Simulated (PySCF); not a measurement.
H5F3OSi3, SMILES [Si]([SiH2][SiH2]O)(F)(F)F (GFN2-xTB optimised geometry):

```
12

O     -0.953    -1.234    -4.926
Si    -0.347    -0.262    -3.771
Si    -0.585    -1.254    -1.685
Si     0.396    -0.082     0.000
F      1.990    -0.082     0.000
F      0.076     1.481     0.000
F      0.083    -0.472     1.511
H     -0.607    -2.096    -5.136
H      1.061     0.035    -4.074
H     -1.168     0.925    -3.986
H     -0.015    -2.620    -1.635
H     -1.990    -1.481    -1.295
```

Level of theory: PySCF 2.14.0 with CAM-B3LYP/def2-TZVP.

What are the frontier orbital energies and the dipole moment?

HOMO-2 -11.35 eV, HOMO-1 -11.01 eV, HOMO -9.93 eV, LUMO -0.24 eV, LUMO+1 0.17 eV; dipole moment 3.82 D.

Meta-Löwdin charges at CAM-B3LYP/def2-TZVP: O1 -0.76, Si2 0.72, Si3 0.04, Si4 1.45, F5 -0.50, F6 -0.50, F7 -0.49, H8 0.36, H9 -0.12, H10 -0.09, H11 -0.06, H12 -0.05.
